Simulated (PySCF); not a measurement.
H12Si5, charge +1, doublet, at a GFN2-xTB geometry (a state made from the parent by changing its charge; the spin is typed, not shown lowest), atoms displaced at random by about 0.03 Å a coordinate; R2SCAN/STO-3G, gradient (PySCF).

PySCF was given this input:
```python
from pyscf import gto, scf, dft

mol = gto.Mole()
mol.atom = '''
    Si   -0.33005146   -2.31792986   -0.65220940
    Si   -0.04465216   -0.01683530    0.00329636
    Si   -1.46394642    1.75091598   -0.85224401
    Si   -0.39923860   -0.04056675    2.42775327
    Si    2.14056376    0.55312870   -0.89698304
    H    -1.73875633   -2.58944098   -0.25811820
    H     0.63695309   -3.17225080   -0.00767602
    H    -0.20883868   -2.29871966   -2.11384468
    H    -0.98033571    3.09166824   -0.35663482
    H    -2.75961186    1.47570738   -0.27762991
    H    -1.43534417    1.64829806   -2.27499161
    H    -1.74435790   -0.36702844    2.72308451
    H     0.59653881   -1.00690741    2.95971858
    H    -0.09751493    1.30286145    2.83115968
    H     3.13127941   -0.38161066   -0.26293925
    H     2.20197511    0.40698909   -2.33239793
    H     2.50183103    1.85192016   -0.43248474
'''
mol.basis = 'sto-3g'
mol.charge = 1
mol.spin = 1
mol.verbose = 4
mol.build()

mf = dft.UKS(mol)
mf.xc = 'r2scan'
mf.conv_tol = 1e-4
mf.kernel()
g = mf.nuc_grad_method()
grad = g.kernel()
```

What the program printed (banner, timings and long lists left out):

```
PySCF version 2.14.0

[INPUT] verbose = 4
[INPUT] num. atoms = 17
[INPUT] num. electrons = 81
[INPUT] charge = 1
[INPUT] spin (= nelec alpha-beta = 2S) = 1
[INPUT] symmetry False subgroup None
[INPUT] Mole.unit = angstrom
[INPUT] Symbol           X                Y                Z      unit          X                Y                Z       unit  Magmom
[INPUT]  1 Si    -0.330051460000  -2.317929860000  -0.652209400000 AA   -0.623706866413  -4.380252611351  -1.232497141867 Bohr   0.0
[INPUT]  2 Si    -0.044652160000  -0.016835300000   0.003296360000 AA   -0.084380353270  -0.031814106225   0.006229217608 Bohr   0.0
[INPUT]  3 Si    -1.463946420000   1.750915980000  -0.852244010000 AA   -2.766457794837   3.308751669324  -1.610507770201 Bohr   0.0
[INPUT]  4 Si    -0.399238600000  -0.040566750000   2.427753270000 AA   -0.754451612355  -0.076660047264   4.587788778317 Bohr   0.0
[INPUT]  5 Si     2.140563760000   0.553128700000  -0.896983040000 AA    4.045079258569   1.045261754637  -1.695052283980 Bohr   0.0
[INPUT]  6 H     -1.738756330000  -2.589440980000  -0.258118200000 AA   -3.285773261054  -4.893334267925  -0.487772705766 Bohr   0.0
[INPUT]  7 H      0.636953090000  -3.172250800000  -0.007676020000 AA    1.203666894295  -5.994685210432  -0.014505575527 Bohr   0.0
[INPUT]  8 H     -0.208838680000  -2.298719660000  -2.113844680000 AA   -0.394647909416  -4.343950594553  -3.994587515069 Bohr   0.0
[INPUT]  9 H     -0.980335710000   3.091668240000  -0.356634820000 AA   -1.852566002031   5.842406241616  -0.673942136284 Bohr   0.0
[INPUT] 10 H     -2.759611860000   1.475707380000  -0.277629910000 AA   -5.214910625502   2.788682788199  -0.524644493888 Bohr   0.0
[INPUT] 11 H     -1.435344170000   1.648298060000  -2.274991610000 AA   -2.712407375791   3.114831905052  -4.299111078583 Bohr   0.0
[INPUT] 12 H     -1.744357900000  -0.367028440000   2.723084510000 AA   -3.296358694221  -0.693583231526   5.145883937945 Bohr   0.0
[INPUT] 13 H      0.596538810000  -1.006907410000   2.959718580000 AA    1.127294973574  -1.902779237695   5.593057521987 Bohr   0.0
[INPUT] 14 H     -0.097514930000   1.302861450000   2.831159680000 AA   -0.184276510756   2.462051318754   5.350116410111 Bohr   0.0
[INPUT] 15 H      3.131279410000  -0.381610660000  -0.262939250000 AA    5.917260504390  -0.721139633615  -0.496883169899 Bohr   0.0
[INPUT] 16 H      2.201975110000   0.406989090000  -2.332397930000 AA    4.161129891009   0.769097915786  -4.407593301202 Bohr   0.0
[INPUT] 17 H      2.501831030000   1.851920160000  -0.432484740000 AA    4.727775456639   3.499621906961  -0.817277711654 Bohr   0.0

nuclear repulsion = 485.6645930111
number of shells = 37
number of NR pGTOs = 171
number of NR cGTOs = 57
basis = sto-3g
ecp = {}

******** <class 'pyscf.dft.uks.UKS'> ********
method = UKS
initial guess = minao
damping factor = 0
level_shift factor = 0
DIIS = <class 'pyscf.scf.diis.CDIIS'>
diis_start_cycle = 1
diis_space = 8
diis_damp = 0
SCF conv_tol = 0.0001
SCF conv_tol_grad = None
SCF max_cycles = 50
direct_scf = True
direct_scf_tol = 1e-13
number electrons alpha = 41  beta = 40
XC library pyscf.dft.libxc version 7.1.2
    S. Lehtola, C. Steigemann, M. J. T. Oliveira, and M. A. L. Marques,  SoftwareX 7, 1–5 (2018)
XC functionals = r2scan
    J. W. Furness, A. D. Kaplan, J. Ning, J. P. Perdew, and J. Sun,  J. Phys. Chem. Lett. 11, 8208–8215 (2020)
    J. W. Furness, A. D. Kaplan, J. Ning, J. P. Perdew, and J. Sun,  J. Phys. Chem. Lett. 11, 9248–9248 (2020)
    J. W. Furness, A. D. Kaplan, J. Ning, J. P. Perdew, and J. Sun,  J. Phys. Chem. Lett. 11, 8208–8215 (2020)
    J. W. Furness, A. D. Kaplan, J. Ning, J. P. Perdew, and J. Sun,  J. Phys. Chem. Lett. 11, 9248–9248 (2020)
radial grids:
    Treutler-Ahlrichs [JCP 102, 346 (1995); DOI:10.1063/1.469408] (M4) radial grids

becke partition: Becke, JCP 88, 2547 (1988); DOI:10.1063/1.454033
pruning grids: <function nwchem_prune>
grids dens level: 3
symmetrized grids: False
atomic radii adjust function: <function treutler_atomic_radii_adjust>
small_rho_cutoff = 0
Set gradient conv threshold to 0.01
tot grids = 213600
init E= -1436.52721904118

cycle= 1 E= -1437.52499351921  delta_E= -0.998  |g|= 0.178  |ddm|= 3.02
cycle= 2 E= -1437.53026031537  delta_E= -0.00527  |g|= 0.148  |ddm|= 0.595
cycle= 3 E= -1437.54931302336  delta_E= -0.0191  |g|= 0.0264  |ddm|= 0.328
cycle= 4 E= -1437.55003154589  delta_E= -0.000719  |g|= 0.00569  |ddm|= 0.0837
cycle= 5 E= -1437.55005919285  delta_E= -2.76e-05  |g|= 0.00287  |ddm|= 0.0251
Extra cycle  E= -1437.55003934008  delta_E= 1.99e-05  |g|= 0.00482  |ddm|= 0.0263
converged SCF energy = -1437.55003934008  <S^2> = 0.7511274  2S+1 = 2.0011271

******** <class 'pyscf.grad.uks.Gradients'> for <class 'pyscf.dft.uks.UKS'> ********
unit = Eh/Bohr
grid_response = False
--------------- UKS gradients ---------------
         x                y                z
0 Si     0.0162143439    -0.0237243826    -0.0002491616
1 Si    -0.0059419105    -0.0038165230    -0.0029299601
2 Si    -0.0250174040    -0.0108301988    -0.0357683971
3 Si    -0.0280051964     0.0098433276     0.0303075445
4 Si    -0.0007950497     0.0338495125    -0.0180463062
5 H    -0.0171872503    -0.0010756758     0.0026282294
6 H    -0.0009411612     0.0012801636    -0.0012695128
7 H    -0.0015352850     0.0007490447    -0.0084965597
8 H     0.0066410480     0.0260385460     0.0106014138
9 H     0.0026289600     0.0021765613     0.0012327481
10 H    -0.0008885806     0.0018366891     0.0108737593
11 H     0.0155973264     0.0062979620    -0.0031752464
12 H     0.0125497168    -0.0094918131     0.0064770925
13 H    -0.0020640561    -0.0074000739    -0.0018662712
14 H     0.0204300895    -0.0098500431     0.0094942482
15 H     0.0037352162    -0.0020566938     0.0006757085
16 H     0.0043600061    -0.0137590248    -0.0006074201
----------------------------------------------
```
